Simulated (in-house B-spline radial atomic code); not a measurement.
Results of a calculation; reference values are marked as such.
## Stopping and range of 80 keV Br in Ge

The pair potential comes from two frozen, spherical free-atom densities (PBE, B-spline radial code, scalar-relativistic past argon): electrostatics plus the change in Thomas-Fermi kinetic and Dirac exchange energy where they overlap, the recipe behind the universal ZBL potential, which averages such potentials (from solid-state densities) over many pairs. It is written V = (Z1 Z2 e²/r) φ(r/a), with e² = 14.3996 eV·Å and a = 0.46850 Å/(Z1^0.23 + Z2^0.23); ZBL's fit is φ = 0.18175 e^(−3.1998x) + 0.50986 e^(−0.94229x) + 0.28022 e^(−0.4029x) + 0.02817 e^(−0.20162x). Where φ falls below 4e-4 it is continued as an exponential.

The target is taken as amorphous, with density 5.3234 g/cm³ (NSM archive of the Ioffe Institute); channelling is ignored. Masses: Br 79.9, Ge 72.63 u. Nuclear stopping is S_n = 4π a Z1 Z2 e² M1/(M1 + M2) × s_n(ε), with s_n integrated over impact parameters for each pair. Electronic stopping is Lindhard and Scharff's S_e = Z1^(1/6) 8π e² a0 Z1 Z2/(Z1^(2/3) + Z2^(2/3))^(3/2) × v/v0, with a0 = 0.529177 Å and v = v0 at 24.801 keV/u; it misses the oscillations with Z1 seen in experiment, which reach tens of per cent. Compounds add by atom fraction.

```
target atom    a (Å)  ε at this energy  s_n, this pair  s_n, ZBL potential
         Ge  0.10447            0.2468          0.3603              0.3491
```

Question: What are the atom density and the stopping powers at entry?

Answer: N = 5.3234 × 0.602214/72.63 = 0.04414 atoms/Å³. For Ge: S_n = 11090 × 0.3603 = 3996 eV·Å², S_e = 2.9094 × √80000 = 822.9 eV·Å². Averaged over the target's atoms and times N × 10 Å/nm, the ion loses N S_n = 1760 eV/nm to recoils and N S_e = 363 eV/nm to electrons; the nuclear share is 83 %.

Along the track:

```tsv
E (keV)	N S_n (eV/nm)	N S_e (eV/nm)
4	865	81.2
12	1260	141
24	1500	199
40	1650	257
60	1730	315
80	1760	363
```

Question: Estimate the path length and the projected range.

Answer: With continuous slowing down the path is the integral of dE/(N (S_n + S_e)). Trapezoids over the table give 43.5 nm, and the stretch below the first row, with stopping taken as √E, adds 2E/(N S) = 8.5 nm: 52 nm in all, against 50.7 nm on a fine grid from 5 eV. Deflections shorten the depth: to first order in the energy passed on, N (S_n + S_e) dR_p/dE = 1 − N S_n (M2/M1) R_p/(2E), summed over the target's atoms, and integrating this on the fine grid gives R_p = 31.8 nm, 0.63 of the path. Lindhard's rule of thumb R/(1 + M2/3M1), with mean M2/M1 = 0.91, gives 38.9 nm. On the ZBL potential the same equation gives 32.5 nm, and the full integral equation, which keeps hard collisions, 34.5 nm.
